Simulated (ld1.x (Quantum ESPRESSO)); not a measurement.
**What one change does to a pseudopotential (N (Z = 7), TM semilocal)**

```
Element                 : nitrogen
Generator               : ld1.x (Quantum ESPRESSO) 7.5
Type                    : norm-conserving Troullier–Martins (semilocal form)
Functional              : PBEsol
Relativity              : scalar-relativistic
Frozen core             : [He]
Valence charge          : 5
Reference configuration : 2s1.75 2p3.25
Partial waves           : 2p (bound): rc 2.30 bohr; 3d channel at 0.45 Ry: rc 2.30 bohr; 2s (bound): rc 0.80 bohr
Local potential         : the s channel
Core correction         : Bessel-smoothed model core inside 0.45 bohr
```

All-electron outer shells of the reference configuration (PBEsol, scalar-relativistic, ld1.x):

```csv
shell,level (eV),outermost node (bohr),outermost maximum (bohr)
1s,-383.30,–,0.15
2s,-18.57,0.32,1.02
2p,-7.15,–,0.98
```

Change: wave 2p (bound): rc 2.30 bohr becomes 2p (bound): rc 3.40 bohr.

Cutoffs: the cutoffs (Ry, on a coarse ladder) from which the occupation-weighted sum of valence levels, in a spherical-Bessel basis at the reference potential, stays within 10 and 1 mRy of its value at 400 Ry; they do not see the model core or the augmentation charge, which bear on the density cutoff. Errors are all-electron minus pseudo energies relative to the spin-unpolarised reference configuration.

**Question.** What does the change do?

**Answer.** The potential gets neither clearly harder nor softer (50 Ry and 140 Ry → 50 Ry and 140 Ry); the s channel sets the loose cutoff, while the largest relative change is in p, which becomes softer; of the 7 tests that both files solve, the error grows in 7 and shrinks in 0 by more than 15 % and 0.3 meV (median size 82.1 → 461.8 meV); neither file shows a bound ghost at the reference potential, the only one tested. More of the atom is replaced by a form fitted at one configuration, so other configurations suffer. A semilocal file is local in each channel, so a ghost entry of none says nothing of the separable form that plane-wave codes build from it.

```tsv
quantity	base	changed
cutoff, loose	50 Ry	50 Ry
cutoff, tight	140 Ry	140 Ry
loose cutoff by channel (10 mRy a level)	p 25 Ry, s 45 Ry	p 15 Ry, s 45 Ry
bound ghosts	none	none
error for 2s2 2p3, meV [ΔE -2.86 eV]	-1.1	-9.1
error for 2s2 2p2, meV [ΔE 10.66 eV]	+82	+405
error for 2s2 2p1, meV [ΔE 39.40 eV]	+672	+2543
error for 2s2 2p0, meV [ΔE 86.29 eV]	+2666	+8206
error for 2s2 2p3.3, meV [ΔE -4.46 eV]	-8.3	-32
error for 2s0 2p5, meV [ΔE 20.04 eV]	-51	-462
error for 2s1 2p0, meV [ΔE 163.80 eV]	+4302	+13029
```

Changed file: These tests converged, but a pseudo level misses the all-electron one widely, so the file describes the atom poorly there or has found another state: 2s2 2p1: 2p by 3.6 eV; 2s2 2p0: empty 2p by 8.1 eV; 2s1 2p0: empty 2p by 11.6 eV.
